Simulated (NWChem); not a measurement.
C2H6OTe; SMILES CO[Te]C

```xyz
10

Te     0.3518    -0.4807    -0.0262
C     -1.7668    -0.9542     0.0565
H     -1.8587    -2.0558    -0.0150
H     -2.3137    -0.4763    -0.7760
H     -2.1520    -0.6121     1.0346
O      0.1443     1.4433     0.6121
C     -0.2434     2.3837    -0.3723
H     -1.2628     2.1940    -0.7864
H     -0.2627     3.3747     0.1322
H      0.4654     2.4465    -1.2309
```
Atoms are numbered in this order, from 1.

Results from NWChem. The geometry was optimised at PBE-D3(BJ)/def2-SVP (def2 core potentials past Kr). Not confirmed as a minimum by frequencies.

Question: Estimate the computed values for B3LYP/STO-3G, non-relativistic. Quantities: highest occupied level (eV); orbital gap (eV); dipole (D).

Answer: 
| Quantity | Value |
|---|---|
| highest occupied level (eV) | -3.44 |
| orbital gap (eV) | 5.57 |
| dipole (D) | 1.62 |
